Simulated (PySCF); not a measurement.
From one molecule to another.

First species: C6H12BNO.
SMILES: `C[NH2+][B@H-](C)c1ccco1`

Second species: C₆H₁₃BO₂.
SMILES: `CC(=C(C)C)CB(O)O`

Levels: wB97X-D/def2-SVPD for dipole moment, HOMO energy, LUMO energy, HOMO–LUMO gap, static isotropic polarisability and electronic spatial extent ⟨r²⟩ about the centre of nuclear charge; TDDFT wB97X-D/def2-SVPD for lowest singlet excitation; TDA wB97X-D/def2-SVPD for lowest triplet excitation (Tamm–Dancoff); ΔSCF wB97X-D/def2-SVPD for vertical ionisation energy; PBE0-D3(BJ)/def2-SVP for rotational constant A and rotational constant C. Geometries: PBE0-D3(BJ)/def2-SVP. All species are isolated and taken at one optimised geometry, non-relativistic unless stated; the electronic structure was computed with PySCF and density fitting.

The conformers computed, where there is a choice (atom-mapped SMILES and torsion angles):
- `[CH3:1][NH2+:2][B@H-:3]([CH3:4])[c:5]1[cH:6][cH:7][cH:8][o:9]1`: C1–N2–B3–C4 -170°, N2–B3–C5–C6 -130°
- `[CH3:1][C:2]([CH3:3])=[C:4]([CH3:5])[CH2:6][B:7]([OH:8])[OH:9]`: C2–C4–C6–B7 87°, C4–C6–B7–O8 66°, H–O8–B7–C6 -177°, H–O9–B7–C6 -3°

Task: Which of the two has the higher rotational constant A, and by how much?

Result: The first: 2.474 GHz against 2.212 GHz, a difference of 0.262 GHz.

Task: Which of the two has the higher vertical ionisation energy, and by how much?

Result: The second: 8.01 eV against 7.79 eV, a difference of 0.22 eV.

Task: Which of the two has the higher S1 energy, and by how much?

Result: The second: 6.00 eV against 5.89 eV, a difference of 0.11 eV.

Task: Which has the higher HOMO–LUMO gap?

Result: The second: 9.50 eV against 9.37 eV, a difference of 0.13 eV.

Task: Which has the higher LUMO energy?

Result: The first: 1.69 eV against 1.54 eV, a difference of 0.15 eV.

Task: Which has the higher T1 energy?

Result: The second: 4.09 eV against 3.99 eV, a difference of 0.10 eV.

Task: Which has the higher static isotropic polarisability?

Result: The first: 98.5 au against 95.4 au, a difference of 3.1 au.

Task: Which has the higher ⟨r²⟩?

Result: The second: 1451 bohr² against 1331 bohr², a difference of 120 bohr².

On the first: The polarisability is 14.59 Å³ as a volume (1 au = 0.148185 Å³), or 1.45 au for each of the 68 electrons. The dipole equals about 15.3 × 10⁻³⁰ C·m (1 D = 3.33564 × 10⁻³⁰ C·m).

On the second: The principal polarisabilities are 78.1, 96.5 and 111.7 au; their mean is the isotropic value. S1 lies 3.50 eV below the HOMO–LUMO gap; its leading configuration is HOMO→LUMO, weight 0.72.
